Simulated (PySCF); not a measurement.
CH10N2Si2: core ionisation energies

CH10N2Si2.
Bonds: N1–Si2, Si2–N3, Si2–C4, C4–Si5. Hydrogens: H6, H7 on N1; H8 on Si2; H9, H10 on N3; H11, H12 on C4; H13, H14, H15 on Si5.

Computed with delta-SCF UKS SCAN, pcX-2 on the ionised atom, pcseg-1 elsewhere, spin-free X2C (PySCF 2.14.0). Binding energies are ΔSCF values: E(core-ionised, relaxed orbitals) − E(ground state) at a fixed geometry, referred to the vacuum level.

Q: Give the core binding energies atom by atom.

A: 
| atom(s) | bonded to | level | binding energy (eV) | 2p1/2 (eV) | above the level's lowest (eV) | count |
| --- | --- | --- | --- | --- | --- | --- |
| Si5 | C and 3 H | Si 2p3/2 | 106.39 | 107.01 | 0.00 | 1 |
| Si2 | 2 N, C and H | Si 2p3/2 | 106.65 | 107.27 | +0.26 | 1 |
| C4 | 2 H and 2 Si | C 1s | 289.55 | – | 0.00 | 1 |
| N1/N3 | 2 H and Si | N 1s | 404.37 | – | 0.00 | 2 |
| Si5 | C and 3 H | Si 1s | 1846.17 | – | 0.00 | 1 |
| Si2 | 2 N, C and H | Si 1s | 1846.65 | – | +0.48 | 1 |

The listed Si 1s values span 0.48 eV, from Si5 (bonded to C and 3 H) to Si2 (bonded to 2 N, C and H).

The listed Si 2p3/2 values span 0.26 eV, from Si5 (bonded to C and 3 H) to Si2 (bonded to 2 N, C and H). Summing the Pauling electronegativity differences to the bonded atoms, each weighted by its formal bond order, gives +1.55 for the lowest site and +3.23 for the highest.

Q: Which photon energy gives electrons from Si 2p3/2 of Si2 a kinetic energy of 50 eV, and what is their de Broglie wavelength?

A: hν = 106.65 + 50 = 156.65 eV, recoil neglected; λ = 12.264 Å/√(E/eV) = 1.73 Å.

Q: Which effective nuclear charge Zeff reproduces each element's mean 1s value in the hydrogen-like formula E = 13.606 eV × Zeff²?

A: C (Z = 6): mean 289.5 eV, Zeff = 4.61, Z − Zeff = 1.39; N (Z = 7): mean 404.4 eV, Zeff = 5.45, Z − Zeff = 1.55; Si (Z = 14): mean 1846.4 eV, Zeff = 11.65, Z − Zeff = 2.35. Means run over the listed sites, weighted by atom count.

Topologically equivalent atoms share the value of their first member; where this conformer doesn't relate them by symmetry, their own values could differ. The 2p values aren't plain energy differences: one relaxed spin-free 2p hole is combined with a matrix within the shell (ground-state 2p orbital-energy differences and spin–orbit coupling). 2p3/2, the mean of its two sublevels, lies a third of the splitting below the shell's mean and 2p1/2 two thirds above it; the statistical areas are 2:1. 2p1/2 minus 2p3/2 (ligand field included): Si 0.62 eV. Isolated species at its PBE0-D3(BJ)/def2-SVP geometry (one conformer only).

The run took 41 s wall on one thread of an Arm Neoverse V2, on a shared host.

The values belong to the conformer `[NH2:1][SiH:2]([NH2:3])[CH2:4][SiH3:5]`: N1–Si2–C4–Si5 49°, H–N1–Si2–N3 -51°, H–N1–Si2–N3 160°, H–N3–Si2–N1 152°, H–N3–Si2–N1 -56°.
